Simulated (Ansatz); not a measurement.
C2H9ClGeSi, singlet, at a GFN2-xTB geometry; HF/pcseg-2 (Ansatz, a program for electronic structure).

Input for Ansatz:
Ansatz 0.2 input:
```yaml
crystal:
  periodic: [false, false, false]
  atoms:
    - {symbol: C, position_ang: [1.51552347, -1.08907366, -1.40949869]}
    - {symbol: Si, position_ang: [0.72242578, 0.10030453, -0.15130426]}
    - {symbol: C, position_ang: [1.29876678, 1.88689098, -0.47150130]}
    - {symbol: Cl, position_ang: [1.32029007, -0.44491131, 1.71572959]}
    - {symbol: Ge, position_ang: [-1.62351724, -0.03699747, -0.25712876]}
    - {symbol: H, position_ang: [1.19598986, -0.85100776, -2.42017188]}
    - {symbol: H, position_ang: [1.22647729, -2.11680667, -1.20559677]}
    - {symbol: H, position_ang: [2.60027516, -1.04029205, -1.38238779]}
    - {symbol: H, position_ang: [0.87896126, 2.56667558, 0.26546323]}
    - {symbol: H, position_ang: [0.97840953, 2.22569622, -1.45269919]}
    - {symbol: H, position_ang: [2.38021563, 1.97660024, -0.42422604]}
    - {symbol: H, position_ang: [-2.13675191, -1.06687238, -1.21881630]}
    - {symbol: H, position_ang: [-2.32643736, -0.36261440, 1.02321890]}
    - {symbol: H, position_ang: [-2.28922117, 1.22486497, -0.71980740]}
basis:
  gaussian:
    orbitals: pcseg-2
hamiltonian:
  xc: hf
```

It wrote (shortened):

```
Functional definition: HF
2103 factors; their error is unknown
mean field evaluation 1: about -79041.2345 eV, gradient 3.7e1 eV
mean field evaluation 2: about -79044.5026 eV, gradient 1.4e1 eV
mean field evaluation 4: about -79045.0956 eV, gradient 6.0e-1 eV
mean field evaluation 8: about -79046.5548 eV, gradient 1.1e0 eV
mean field -79046.55531371 eV, -2904.9073280994 hartree, gradient 6.0e-5 eV, S^2 0.000000; 0 other end points of the search recorded, 0 dependent functions left out
reference -79046.55531371 eV, -2904.9073280994 hartree; 42, 42 occupied and 255, 255 virtual orbitals, 2103 factors
Total energy: -79046.55531371 eV, -2904.9073280994 hartree
```
